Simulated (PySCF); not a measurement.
# How the method changes the constants of ZnN

State: ⁴Σ⁻ (quartet), unpaired electrons σ ↑, π ↑↑. Set-up: Zn 6-31G(d,p), N 6-31G(d,p); no relativity (PySCF 2.14). De refers to Zn + N in their high-spin ground configurations, without counterpoise correction. The functionals are run spin-unrestricted. A positive dipole means Zn(−)N(+). Levels whose curve was spin-contaminated or gave no clean fit are not listed.

```
       Level  Re (Å)  ωe (cm⁻¹)  De (eV)  μ (D)
ROHF-CCSD(T)   2.058        305    0.109    n/a
         PBE   1.917        483     1.20  -1.04
        BLYP   1.942        455     1.07  -0.96
      r²SCAN   1.920        479     1.06  -1.18
        PBE0   1.945        458     0.82  -1.30
       B97-3   1.989        405     0.63  -1.10
        MN15   1.963        416     0.65  -0.83
   CAM-B3LYP   1.935        465     0.77  -1.30
```

Which functional lies closest to ROHF-CCSD(T) in De, which farthest, and by how much do they differ from it?

Closest is B97-3 (-6.9 pm in Re, +32.8 % in ωe, +0.52 eV in De against ROHF-CCSD(T) in the same basis), farthest PBE (-14.1 pm in Re, +58.4 % in ωe, +1.09 eV in De). CCSD(T) converges more slowly with the basis than the functionals do and binds too weakly in this one, so the order can change at the basis-set limit.

What does a quarter of exact exchange do here, going from PBE to PBE0?

PBE0 less PBE: +2.8 pm in Re, -5.2 % in ωe, -0.38 eV in De. Exact exchange removes part of the self-interaction that spreads semilocal densities, and in most molecules shortens and stiffens the bond and lowers De; here Re and ωe go the other way.

What does the step from GGA to meta-GGA do here, going from PBE to r²SCAN?

r²SCAN less PBE: +0.3 pm in Re, -0.8 % in ωe, -0.14 eV in De. 

Correlated steps freeze 6 core orbitals. Correlated levels converge slowly with the basis: in double zeta they bind strong bonds too weakly, by up to about 1 eV, and carry superposition errors of some tenths. The state is the lowest determinant that a PBE0 search found; another state may lie lower at other levels.

The whole job (state search and all levels along the bond) took about 3 min on 1 thread of Oxide Virtual Turin-like (shared host), peak memory 0.59 GiB.
